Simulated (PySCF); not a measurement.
A calculated (LDA, PySCF 2.14, aug-cc-pVTZ-DK, the spin-free X2C one-electron Hamiltonian (Gaussian nucleus)) atom or ion has these occupied shells.

| shell | electrons | orbital energy (eV) | rms radius, mean of both spins (bohr) |
| --- | --- | --- | --- |
| 1s α | 1 | -1526.7 | 0.139 |
| 1s β | 1 | -1526.6 | 0.139 |
| 2s α | 1 | -129.65 | 0.686 |
| 2s β | 1 | -129.51 | 0.686 |
| 2p α | 3 | -91.910 | 0.676 |
| 2p β | 3 | -91.731 | 0.676 |
| 3p α | 1 | -18.692 | 2.70 |

(1) Name the element and its charge.

## Answers

(1) Al²⁺ (aluminium, charge +2), in [Ne] 3p1, 2P determinant (an excited configuration).
